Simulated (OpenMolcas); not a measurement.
Hf2+ among 6 point charges of -1.5 e arranged as a tetragonal octahedron (D4h), 2.38 Å from the ion, with the axial distance 2.666 Å. The active orbitals were held to one l.

```
Program             : OpenMolcas 26.06
Method              : CASSCF
Basis               : ANO-RCC-VDZP [7s6p4d2f1g]
Scalar Hamiltonian  : DKH2, point nucleus
Active space        : 2 electrons in 5 orbitals (5d)
State averaging     : 2S+1 = 3 even, 10 roots; 2S+1 = 1 even, 15 roots
Spin-orbit coupling : state interaction with AMFI integrals over the reference wave functions
```

(1) What is the spin-free ground state (labels of D4, the rotations of D4h)?

(2) Where is the first state of the same spin?

(3) What are the lowest two levels with spin-orbit coupling?

(4) What is χT at 300 K, and how does it compare with the textbook value?

Answers

(1) 3A2, 1-fold in its orbital part, 89 % from free-ion F terms; it has the highest spin that d2 allows.

(2) 3E at 2650 cm-1 above the ground state.

(3) A 1-fold level A1, then a 2-fold level E 387.9 cm-1 above it. Their leading multiplicities are 3 (98 %) and 3 (98 %).

(4) The lowest level has 2S+1 = 3, for which the spin-only value is χT = S(S+1) / 2 = 1.000 cm3 K/mol (g = 2). The computed 0.242 at 300 K differs by -0.758, through orbital momentum, spin-orbit coupling and any other state in reach.

Without dynamic correlation the repulsion within the d shell is too large (B by tens of per cent), so at a given field states of lower spin stand too high. This is an electrostatic model: the charges have no orbitals. No measured value stands beside these numbers.
